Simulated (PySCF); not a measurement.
Compound: C8H10P (charge +1).
Atom-mapped SMILES: `[CH:1]#[C:2][CH2:3][PH+:4]1[CH:5]=[CH:6][CH2:7][CH:8]=[CH:9]1` (hydrogens: H10 on C1; H11, H12 on C3; H13 on P4; H14 on C5; H15 on C6; H16, H17 on C7; H18 on C8; H19 on C9)

Level: PBE0/def2-SVPD in PySCF, non-relativistic, on one gas-phase PBE0-D3(BJ)/def2-SVP geometry that isn't relaxed in the solvent. The solvent is an IEF-PCM continuum (van der Waals radii × 1.2), and excitations are vertical TDDFT with non-equilibrium linear response and a frozen core. Specific hydrogen bonds and non-electrostatic terms are outside this model.

Gas-phase singlets (H = HOMO, L = LUMO):

```tsv
state	E (eV)	λ (nm)	f	leading configuration
S1	5.472	227	0.001	H→L 73%
S2	5.567	223	0.010	H-1→L+1 62%
S3	5.571	223	0.067	H→L+1 62%
S4	5.665	219	0.018	H-1→L 57%
S5	6.094	203	0.011	H-2→L 89%
```

Q: Give the list for chloroform (ε = 4.711), n² = 2.09.

A: 
```csv
state,E (eV),λ (nm),f,leading configuration,change by rank (eV)
S1,5.704,217,0.006,H→L 78%,+0.232
S2,5.848,212,0.208,H→L+1 77%,+0.281
S3,5.959,208,0.002,H-1→L+1 55%,+0.388
S4,6.121,203,0.010,H-1→L 60%,+0.456
S5,6.290,197,0.018,H-2→L 83%,+0.196
```

Q: How do the frontier levels move from gas to chloroform?

A: 
```
orbital  gas (eV)  solvent (eV)  change (eV)
 LUMO+2     -3.71         -0.64        +3.07
 LUMO+1     -5.30         -2.07        +3.23
   LUMO     -5.39         -2.15        +3.24
   HOMO    -11.77         -8.86        +2.91
 HOMO-1    -11.85         -9.08        +2.77
 HOMO-2    -12.56         -9.44        +3.12
 HOMO-3    -12.92         -9.69        +3.23
```

The HOMO–LUMO gap goes from 6.38 to 6.71 eV. Rows go by rank; for HOMO-2, HOMO-1, HOMO and LUMO+2 the atom shares or the degeneracy differ between the runs, so the row needn't follow one orbital.

Hardware: one thread of an Arm Neoverse V2, no GPU, shared host with 32 logical CPUs at a one-minute load of 19. Cost: 51 s, 1.3 GiB resident at most. This is the whole response run at PBE0/def2-SVPD in chloroform, SCF included.

The values belong to the conformer `[CH:1]#[C:2][CH2:3][PH+:4]1[CH:5]=[CH:6][CH2:7][CH:8]=[CH:9]1`: C2–C3–P4–C5 -61°.
